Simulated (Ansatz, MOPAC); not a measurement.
Torsion H3–S1–Sn2–H4 in H2SSn (SMILES [SH][SnH]); at each angle all else is relaxed with GFN2-xTB, and the levels are single points there.
Geometry at 180° (charge 0, multiplicity 1):
```xyz
4

S     -1.15600     0.53763     0.47969
Sn     1.05807     0.61783    -0.47070
H     -1.62471    -0.46327    -0.26378
H      1.52243     1.99126     0.63246
```

On the grid 0° to 330°, 90° is the highest and 180° the lowest point at CCSD(T)/CBS(def2-TZVPP, def2-QZVPP).

The state that PM7 reach isn't checked; PM7 holds dispersion and hydrogen-bond terms.

Programs: Ansatz (Gaussian basis) for Hartree–Fock, density functionals and correlated methods; MOPAC for PM7 (differences of heats of formation). Values without a source in brackets are computed. In def2 rows elements past Kr take small-core potentials, without spin–orbit coupling.

One of these levels gives 655.6 meV for the energy at 90° less that at 180°. Name it.
A) PM7
B) HF/def2-SVP
C) SVWN5/def2-TZVPP

C, SVWN5/def2-TZVPP. The others give 345.5 (PM7), 528.0 (HF/def2-SVP)

Ansatz is a quantum-chemistry and plane-wave program.
